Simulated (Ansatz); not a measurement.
System: CH₃Si (charge 0, doublet). It need not be the lowest isomer of its formula. 
Geometry from a B3LYP-D3(BJ)/def2-TZVP (Ansatz, a first-principles code) optimisation:
SMILES: [CH]=[SiH2]
```xyz
5

C     -1.1588    -0.2310    -0.0465
Si     0.4752     0.0947     0.0191
H     -2.2080    -0.4401    -0.0887
H      1.4943    -0.9666     0.1040
H      1.0136     1.4665    -0.0033
```
Charge 0, spin multiplicity 2.

Quantity: atomisation energy (electronic, to ground-state atoms), in kcal/mol. Cores are frozen in the correlated levels unless marked. UHF or UKS for open shells. Spin-orbit coupling is left out. No relativistic terms. The coupled-cluster limit lacks core correlation, which all-electron functionals hold. CBS(X,Y): correlation extrapolated as X^-3; Hartree-Fock from the larger set.

```csv
level,program,atomisation energy (kcal/mol)
HF/def2-SVPD,Ansatz,255.9
```

**Question.** Estimate the value at CCSD(T)/CBS(cc-pV(T+d)Z,cc-pV(Q+d)Z) as computed with Ansatz.

**Answer.** 345.9 kcal/mol, so HF/def2-SVPD differs from it by -90.0 kcal/mol.
